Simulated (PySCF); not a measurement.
PySCF 2.14 output of an unrestricted TPSS calculation on a single atom or ion in aug-cc-pV(Q+d)Z (7s6p5d3f2g, 89 functions), with no relativity, point nucleus:

```
SCF conv_tol = 1e-09
number electrons alpha = 6  beta = 5
    J. Tao, J. P. Perdew, V. N. Staroverov, and G. E. Scuseria.,  Phys. Rev. Lett. 91, 146401 (2003)
    J. P. Perdew, J. Tao, V. N. Staroverov, and G. E. Scuseria.,  J. Chem. Phys. 120, 6898 (2004)
    J. Tao, J. P. Perdew, V. N. Staroverov, and G. E. Scuseria.,  Phys. Rev. Lett. 91, 146401 (2003)
    J. P. Perdew, J. Tao, V. N. Staroverov, and G. E. Scuseria.,  J. Chem. Phys. 120, 6898 (2004)
cycle= 1 E= -241.252945681569  delta_E= -0.00405  |g|= 0.0201  |ddm|= 11.1
cycle= 2 E= -241.253036146469  delta_E= -9.05e-05  |g|= 0.00627  |ddm|= 0.13
cycle= 3 E= -241.25304367455  delta_E= -7.53e-06  |g|= 0.000176  |ddm|= 0.0353
cycle= 4 E= -241.253043697406  delta_E= -2.29e-08  |g|= 5.79e-06  |ddm|= 0.00512
cycle= 5 E= -241.25304369742  delta_E= -1.39e-11  |g|= 9.26e-08  |ddm|= 0.000147
converged SCF energy = -241.25304369742  <S^2> = 0.75000562  2S+1 = 2.0000056
```

The run itself started from symmetry-adapted Hartree-Fock orbitals and held the occupation by maximum overlap, on a logarithmic radial grid, so the iterations belong to that start.

Task: Which element, charge and spin multiplicity is this?

Result: Al²⁺ (aluminium, charge +2), multiplicity 2; the state was [Ne] 3p1, 2P determinant (an excited configuration).
